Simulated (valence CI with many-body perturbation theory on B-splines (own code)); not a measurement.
**Level structure of Tl65+**

Level of theory: relativistic CI+MBPT: six valence electrons over a frozen Dirac-Fock core [Ne], radial functions for each j: 9 s, 9 p, 8 d, 6 f, 3 g, 1 h, with the one-electron correlation potential Σ1, the two-electron term Σ2, the three-electron term Σ3, Breit, model QED; selected CI, second order for the rest, scaled by the run's own slope (own B-spline code, finite nucleus).

The last digits are not significant, and no measured levels were compared; by estimate large intervals hold to a few tenths of a per cent, small ones and those within an open d or f shell to about a per cent. Among the levels kept, up to 1100 cm⁻¹ of a level comes from second order outside the variational space, and about a tenth of that is noise between levels of different J, which matters for small intervals.

Levels 1 to 42 of 42, with energies above the lowest level, (3s^2 3p1/2^2 3p3/2^2) J=2. "Leading %" is the weight of the configuration and term that name the level; weights of strongly mixed levels are sums over their largest components and can fall short, so below about 35 % the name and the second component can differ from the true leading terms, or belong to a minority configuration. In the jj column 3d3/2^4 stands for four electrons in 3d with j = 3/2. Lifetimes count E1, E2, E3, M1 and M2 decay at the calculated energies, and are blank where another channel may lead or the interval is too uncertain; long ones can be off by a factor of two.

```
No.  Configuration  Term  J  E (eV)  Leading %  Lifetime   Second component      g                        Leading jj
  1         3s²3p⁴    ³P  2    0.00         68               32 % 3s²3p⁴ ¹D  1.325       3s^2 3p1/2^2 3p3/2^2 (99 %)
  2         3s²3p⁴    ¹S  0   22.29         64   58.5 ms     35 % 3s²3p⁴ ³P              3s^2 3p1/2^2 3p3/2^2 (99 %)
  3       3s²3p³3d   ³D°  2  264.02         32   84.8 ps  20 % 3s²3p³3d ³F°  1.041   3s^2 3p1/2^2 3p3/2 3d3/2 (99 %)
  4       3s²3p³3d   ³D°  1  273.93         34   37.5 ps  27 % 3s²3p³3d ³P°  1.088   3s^2 3p1/2^2 3p3/2 3d3/2 (99 %)
  5       3s²3p³3d   ³P°  0  274.12         63    243 ms  25 % 3s²3p³3d ⁵D°         3s^2 3p1/2^2 3p3/2 3d3/2 (100 %)
  6       3s²3p³3d   ³F°  3  274.24         28    324 ps  22 % 3s²3p³3d ³G°  1.074   3s^2 3p1/2^2 3p3/2 3d3/2 (98 %)
  7       3s²3p³3d   ³F°  4  390.68         51    106 ns  25 % 3s²3p³3d ⁵D°  1.243  3s^2 3p1/2^2 3p3/2 3d5/2 (100 %)
  8       3s²3p³3d   ³D°  2  399.28         34   3.95 ps  22 % 3s²3p³3d ³P°  1.222   3s^2 3p1/2^2 3p3/2 3d5/2 (99 %)
  9       3s²3p³3d   ³D°  3  419.70         44   1.24 ps  16 % 3s²3p³3d ¹F°  1.205   3s^2 3p1/2^2 3p3/2 3d5/2 (98 %)
 10       3s²3p³3d   ³D°  1  432.75         34   1.95 ps  29 % 3s²3p³3d ³P°  1.056   3s^2 3p1/2^2 3p3/2 3d5/2 (99 %)
 11      3s²3p²3d²    ³F  2  539.40         40   27.4 ps  22 % 3s²3p²3d² ⁵G  0.759       3s^2 3p1/2^2 3d3/2^2 (99 %)
 12         3s²3p⁴    ³P  1  539.87         99    541 ps                     1.487         3s^2 3p1/2 3p3/2^3 (99 %)
 13         3s²3p⁴    ¹D  2  550.39         67    402 ps     32 % 3s²3p⁴ ³P  1.140         3s^2 3p1/2 3p3/2^3 (98 %)
 14      3s²3p²3d²    ³P  0  567.43         59   19.1 ps  26 % 3s²3p²3d² ⁵D              3s^2 3p1/2^2 3d3/2^2 (99 %)
 15      3s²3p²3d²    ³F  3  671.59         33   2.38 ps  21 % 3s²3p²3d² ⁵G  1.069   3s^2 3p1/2^2 3d3/2 3d5/2 (99 %)
 16      3s²3p²3d²    ³P  2  683.98         23   2.12 ps   9 % 3s²3p²3d² ⁵P  1.164   3s^2 3p1/2^2 3d3/2 3d5/2 (99 %)
 17      3s²3p²3d²    ¹G  4  689.26         25   1.96 ps  21 % 3s²3p²3d² ³H  1.051   3s^2 3p1/2^2 3d3/2 3d5/2 (99 %)
 18      3s²3p²3d²    ³P  1  689.84         37   2.00 ps  32 % 3s²3p²3d² ⁵D  1.500   3s^2 3p1/2^2 3d3/2 3d5/2 (99 %)
 19          3s3p⁵   ³P°  2  752.46         86    563 fs   7 % 3s²3p³3d ³P°  1.463         3s 3p1/2^2 3p3/2^3 (86 %)
 20          3s3p⁵   ¹P°  1  774.17         34    558 fs     21 % 3s3p⁵ ³P°  1.186         3s 3p1/2^2 3p3/2^3 (55 %)
 21       3s²3p³3d   ³F°  2  792.74         44   88.9 ps  30 % 3s²3p³3d ⁵D°  1.025   3s^2 3p1/2 3p3/2^2 3d3/2 (98 %)
 22       3s²3p³3d   ⁵D°  0  794.52         54   47.8 ps  23 % 3s²3p³3d ¹S°          3s^2 3p1/2 3p3/2^2 3d3/2 (98 %)
 23       3s²3p³3d   ³D°  1  796.71         38   1.14 ps  30 % 3s²3p³3d ⁵D°  1.000   3s^2 3p1/2 3p3/2^2 3d3/2 (84 %)
 24       3s²3p³3d   ³G°  3  801.66         36   9.87 ps  27 % 3s²3p³3d ³F°  1.061   3s^2 3p1/2 3p3/2^2 3d3/2 (98 %)
 25       3s²3p³3d   ³G°  4  810.09         50   3.51 ns  38 % 3s²3p³3d ¹G°  1.037   3s^2 3p1/2 3p3/2^2 3d3/2 (99 %)
 26      3s²3p²3d²    ³F  4  813.60         31   1.24 ps  13 % 3s²3p²3d² ⁵D  1.174       3s^2 3p1/2^2 3d5/2^2 (98 %)
 27      3s²3p²3d²    ³P  2  824.29         22   1.07 ps  16 % 3s²3p²3d² ³F  1.200       3s^2 3p1/2^2 3d5/2^2 (98 %)
 28       3s²3p³3d   ³F°  2  825.70         66   2.09 ps  18 % 3s²3p³3d ¹D°  0.801   3s^2 3p1/2 3p3/2^2 3d3/2 (97 %)
 29       3s²3p³3d   ³D°  3  841.11         37    175 fs  25 % 3s²3p³3d ¹F°  1.161   3s^2 3p1/2 3p3/2^2 3d3/2 (98 %)
 30       3s²3p³3d   ³D°  2  850.08         30    118 fs  26 % 3s²3p³3d ³P°  1.241   3s^2 3p1/2 3p3/2^2 3d3/2 (89 %)
 31      3s²3p²3d²    ³P  0  853.66         62    960 fs  21 % 3s²3p²3d² ¹S              3s^2 3p1/2^2 3d5/2^2 (97 %)
 32       3s²3p³3d   ³S°  1  857.23         34    107 fs  26 % 3s²3p³3d ³P°  1.445   3s^2 3p1/2 3p3/2^2 3d3/2 (86 %)
 33       3s²3p³3d   ³D°  1  871.24         37   89.9 fs  28 % 3s²3p³3d ¹P°  0.921   3s^2 3p1/2 3p3/2^2 3d3/2 (83 %)
 34       3s²3p³3d   ³D°  3  914.87         53   91.0 ps  26 % 3s²3p³3d ⁵D°  1.307   3s^2 3p1/2 3p3/2^2 3d5/2 (99 %)
 35       3s²3p³3d   ⁵D°  4  914.92         53    729 ps  22 % 3s²3p³3d ³G°  1.293   3s^2 3p1/2 3p3/2^2 3d5/2 (99 %)
 36       3s²3p³3d   ³F°  4  928.93         72   1.61 ns  26 % 3s²3p³3d ¹G°  1.171   3s^2 3p1/2 3p3/2^2 3d5/2 (99 %)
 37       3s²3p³3d   ³G°  5  932.21         99   1.85 ns                     1.184   3s^2 3p1/2 3p3/2^2 3d5/2 (99 %)
 38       3s²3p³3d   ³D°  1  933.47         47   5.31 ps  26 % 3s²3p³3d ¹P°  0.877   3s^2 3p1/2 3p3/2^2 3d5/2 (98 %)
 39       3s²3p³3d   ¹S°  0  936.01         54   6.19 ps  44 % 3s²3p³3d ³P°          3s^2 3p1/2 3p3/2^2 3d5/2 (98 %)
 40       3s²3p³3d   ³D°  2  953.29         45   28.1 ps  38 % 3s²3p³3d ³P°  1.273   3s^2 3p1/2 3p3/2^2 3d5/2 (99 %)
 41       3s²3p³3d   ¹F°  3  960.89         36    349 ps  33 % 3s²3p³3d ³F°  1.108   3s^2 3p1/2 3p3/2^2 3d5/2 (99 %)
 42       3s²3p³3d   ³D°  2  964.51         47   1.21 ps  16 % 3s²3p³3d ¹D°  1.115   3s^2 3p1/2 3p3/2^2 3d5/2 (98 %)
```

The ionisation energy to 3s²3p³ ²P°3/2 of the next ion comes out as 7431.1 eV (NIST: 7430 ± 30 eV (theoretical)). All 42 levels together are meant to be complete up to 966.10 eV.
